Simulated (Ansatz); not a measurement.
GeHO (SMILES [OH+]=[Ge]), charge 1, multiplicity 1, relaxed at each level with Ansatz (a program for electronic structure); harmonic frequencies from differences of analytic forces, average atomic masses, frozen cores.

```csv
level,harmonic frequencies (cm⁻¹),ZPE (eV),cost over HF/def2-TZVPP (rough)
HF/def2-TZVPP,90 90 962 4117,0.326,×1
B3LYP/def2-TZVPP,181 181 880 3795,0.312,×1
PBE0/def2-TZVPP,165 165 902 3847,0.315,×1
MP2/cc-pVTZ,149 149 906 3817,0.311,×2
CCSD(T)/cc-pVDZ,212 212 874 3836,0.318,×1
CCSD(T)/cc-pVTZ,90 90 903 3847,0.306,×6
```
